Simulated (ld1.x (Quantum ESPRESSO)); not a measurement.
What one change does to a pseudopotential (Ti (Z = 22), TM)

ld1.x (Quantum ESPRESSO) 7.5 input, shortened:

```
&input
   title='Ti', zed=22., rel=0, dft='PBE', iswitch=3,
   config='[Ar] 3d3 4s1 4p0'
 /
 &inputp
   pseudotype=2, tm=.true., lloc=-1, rcloc=1.80,
   nlcc=.true., new_core_ps=.true., rcore=0.70
 /
3
4S  1  0   1.00   0.00  2.55  2.55  0.0
3P  2  1   6.00   0.00  1.55  1.55  0.0
3D  3  2   3.00   0.00  1.40  1.40  0.0
 &test
   configts(1)='3p6 3d3 4s1 4p0'
 /
```

All-electron outer shells of the reference configuration (PBE, non-relativistic, ld1.x):

| shell | level (eV) | outermost node (bohr) | outermost maximum (bohr) |
| --- | --- | --- | --- |
| 3s | -58.39 | 0.40 | 0.88 |
| 3p | -35.52 | 0.37 | 0.91 |
| 4s | -3.66 | 1.27 | 3.07 |
| 3d | -1.97 | – | 1.01 |
| 4p | -1.11 | 1.42 | 4.20 |

Change: all radii but the core radius scaled by about 0.77 (s 1.98, p 1.20, d 1.08 bohr); local potential all-electron potential smoothed inside 1.40 bohr (lloc = -1).

Cutoffs: the cutoffs (Ry, on a coarse ladder) from which the occupation-weighted sum of valence levels, in a spherical-Bessel basis at the reference potential, stays within 10 and 1 mRy of its value at 400 Ry; they do not see the model core or the augmentation charge, which bear on the density cutoff. Errors are all-electron minus pseudo energies relative to the spin-unpolarised reference configuration.

Question: How do hardness, ghosts and transferability respond?

Answer: The potential gets harder (90 Ry and 110 Ry → 140 Ry and 160 Ry); both files keep a bound ghost (s); the number of tests that count goes from 6 to 7; of the 6 tests that both files solve, the error grows in 3 and shrinks in 2 by more than 15 % and 0.3 meV (median size 39.3 → 36.7 meV). A smaller radius makes the pseudo-wave follow the all-electron one further in, where it bends more sharply, so more plane waves are needed.

| quantity | base | changed |
| --- | --- | --- |
| cutoff, loose | 90 Ry | 140 Ry |
| cutoff, tight | 110 Ry | 160 Ry |
| loose cutoff by channel (10 mRy a level) | s 6 Ry, p 35 Ry, d 80 Ry | s 15 Ry, p 35 Ry, d 110 Ry |
| bound ghosts | s | s |
| tests counted (converged, no solver errors) | 6 of 7 | 7 of 7 |
| error for 3p6 3d2 4s2 4p0, meV [ΔE -0.95 eV] | -67 | -26 |
| error for 3p6 3d2 4s1 4p0, meV [ΔE 6.34 eV] | -35 | -14 |
| error for 3p6 3d2 4s0 4p0, meV [ΔE 19.81 eV] | +5.5 | -6.5 |
| error for 3p6 3d0 4s0 4p0, meV [ΔE 90.42 eV] | -190 | -290 |
| error for 3p6 3d2 4s1 4p1, meV [ΔE 2.07 eV] | -44 | +48 |
| error for 3p6 3d2 4s0 4p1, meV [ΔE 10.04 eV] | -21 | +102 |

Base: Tests not counted: 3p5 3d2 4s2 4p0 (solver errors, printed error -14.5 eV). A true bound ghost makes a file unfit for plane-wave use even where its test errors are small: the radial tests pick states by their node count and pass the ghost by. Where a test does run into it, the solver fails or the error is huge.
